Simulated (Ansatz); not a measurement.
System: ZrH$_{2}$, net charge 0, singlet state. This is an excited singlet: at this geometry the triplet lies 0.18 eV lower at CCSD(T)/CBS(def2-TZVPPD,def2-QZVPPD). 
Coordinates optimised at B3LYP-D3(BJ)/def2-TZVP (Ansatz, a first-principles code):
```
Zr
H 1 1.8234
H 1 1.8234 2 118.98
```

Dipole moments at this geometry, in debye (magnitudes).

```csv
level,program,dipole (D)
PBE/def2-TZVPD,Ansatz,1.42
revPBE/def2-TZVPD,Ansatz,1.41
HSE06/def2-TZVPD,Ansatz,1.64
wB97M-V/def2-TZVPD,Ansatz,1.95
CCSD(T)/def2-SVPD,Ansatz,?
```

Task: Complete the blanks.

Result: 
- CCSD(T)/def2-SVPD, dipole (D): 1.06
